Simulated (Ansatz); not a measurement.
Reaction (ligand exchange at a B–Cl bond): `ClBBr` + H–F → `FBBr` + HCl

Calculated with Ansatz (gas phase, PBE0-D4/def2-TZVP geometries, no zero-point term in ΔE). CCSD(T)/CBS is the MP2 limit (def2-TZVPP, def2-QZVPP) plus CCSD(T) − MP2 in def2-TZVPP, frozen cores. This one scheme is used for every species. Functionals use def2-TZVPP. For Br outer-core shells are correlated without core-valence functions, which leaves a few kJ/mol of doubt a bond. Scalar relativity is left out up to krypton.

```
species  PBE0-D4 energy (Eh)
`ClBBr`          -3059.41122
    H–F           -100.39410
 `FBBr`          -2699.15865
    HCl           -460.66564
```

(1) Work out ΔE.

Largest T1 diagnostic among the species: 0.011.

Answers

(1) ΔE = (-2699.15865) + (-460.66564) − (-3059.41122) − (-100.39410) = -0.01897 Eh = -11.9 kcal/mol. CCSD(T)/CBS gives -11.8 kcal/mol.

The D4 term adds +1.1 kcal/mol with B3LYP and +0.5 kcal/mol with PBE0; it sums over pairs of atoms, weighted by their polarisabilities, and B3LYP, whose exchange is more repulsive, gets the larger term. In def2-TZVPP, CCSD(T) changes the Hartree–Fock value by +4.2 kcal/mol (the triples alone add +0.7 kcal/mol) and MP2 by +5.8 kcal/mol.

B3LYP here is the variant with VWN-RPA as its local correlation; programs differ in this.
